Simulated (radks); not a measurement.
Results of a calculation; reference values are marked as such.
How relativity changes the ionisation of neutral iridium ([Xe] 4f14 5d7 6s2) to Ir+ ([Xe] 4f14 5d7 6s1). Spin-unpolarised spherical Kohn-Sham, PBE, point nucleus unless stated (finite: rms radius 5.4032 fm), a radial shooting solver on a logarithmic mesh with Libxc functionals. A level marked "c x" has the speed of light scaled by that factor and shares open shells by 2j + 1; other Dirac levels either fill j = l - 1/2 first or share by 2j + 1.

non-rel.: E(Ir) (hartree) -16809.7671; E(Ir+) (hartree) -16809.4639; IE (eV) 8.250; HOMO 6s; <r> HOMO (bohr) 3.280
scalar-rel.: E(Ir) (hartree) -17827.5499; E(Ir+) (hartree) -17827.1868; IE (eV) 9.880; HOMO 6s; <r> HOMO (bohr) 2.899
scalar-rel., finite nucleus: E(Ir) (hartree) -17824.1026; E(Ir+) (hartree) -17823.7397; IE (eV) 9.875; HOMO 6s; <r> HOMO (bohr) 2.900
Dirac, 2j+1 shares: E(Ir) (hartree) -17858.0279; E(Ir+) (hartree) -17857.6645; IE (eV) 9.889; HOMO 6s1/2; <r> HOMO (bohr) 2.900
Dirac, low j first: E(Ir) (hartree) -17858.0817; E(Ir+) (hartree) -17857.7201; IE (eV) 9.838; HOMO 6s1/2; <r> HOMO (bohr) 2.907
Dirac, 2j+1 shares, finite nucleus: E(Ir) (hartree) -17854.5442; E(Ir+) (hartree) -17854.1810; IE (eV) 9.884; HOMO 6s1/2; <r> HOMO (bohr) 2.901
Dirac, c x 0.85: E(Ir) (hartree) -18381.7375; E(Ir+) (hartree) -18381.3377; IE (eV) 10.879; HOMO 5d5/2; <r> HOMO (bohr) 1.801
Dirac, c x 1.5: E(Ir) (hartree) -17231.7606; E(Ir+) (hartree) -17231.4352; IE (eV) 8.856; HOMO 6s1/2; <r> HOMO (bohr) 3.120
Dirac, c x 2: E(Ir) (hartree) -17039.8897; E(Ir+) (hartree) -17039.5747; IE (eV) 8.572; HOMO 6s1/2; <r> HOMO (bohr) 3.191

NIST Atomic Spectra Database: 8.967 eV (measured). The relativistic part of the total energy of Ir is -1045 hartree (Dirac, 2j+1 shares, finite nucleus), 6.2 % of the non-relativistic value. Spin polarisation and multiplet splitting of open shells are left out at every level.

Beside tabulated values, note that relativity, absent from the non-relativistic runs, is large for the heavy elements, and spin-unpolarised runs miss the spin-polarisation part of the exchange energy of open shells.
